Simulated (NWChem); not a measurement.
Species: acetate (C2H3O2 anion); SMILES O=C([O-])C

```xyz
7

C     -0.0374     1.3515     0.0002
C     -0.0021    -0.2079     0.0003
O     -1.1141    -0.7927    -0.0002
O      1.1476    -0.7158    -0.0001
H      0.5082     1.7333     0.8786
H     -1.0688     1.7334     0.0125
H      0.4849     1.7313    -0.8932
```
Atoms are numbered in this order, from 1.

All runs: NWChem. Pople sets run with spherical d functions. Sets without diffuse functions describe the anion's extra electron poorly. Structure relaxed at the B3LYP/def2-SVPD level. Atomic charges in e: unrestrained fits to the electrostatic potential beside Mulliken populations; buried atoms are poorly determined by the fit.

Question: What does the run give for Hartree-Fock/6-31G*? Quantities: ESP C1; Mulliken C1; ESP C2; Mulliken C2; ESP O3; Mulliken O3; ESP O4; Mulliken O4; relative RMS misfit of the potential (%).

Answer: 
| Item | Result |
|---|---|
| ESP C1 | -0.25 |
| Mulliken C1 | -0.56 |
| ESP C2 | 0.97 |
| Mulliken C2 | 0.77 |
| ESP O3 | -0.88 |
| Mulliken O3 | -0.79 |
| ESP O4 | -0.88 |
| Mulliken O4 | -0.79 |
| relative RMS misfit of the potential (%) | 2 |
